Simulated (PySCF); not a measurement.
A structure optimised at PBE-D3(BJ)/def2-SVP, used in a PySCF frequency run:

```xyz
7

O      0.4176    -3.4705     0.0000
C      0.1322    -2.3296     0.0000
N     -0.1812    -1.1585     0.0000
Si    -0.3722     0.5221     0.0000
F     -1.2155     0.9662     1.3009
F     -1.2155     0.9662    -1.3009
Cl     1.4249     1.4794     0.0000
```

Q: Write its SMILES, formula and point group.

A: O=C=N[Si](F)(F)Cl, CClF2NOSi, Cs

Q: What are its rotational constants (standard atomic weights)?

A: 2.5299, 1.0949, 0.94866 GHz
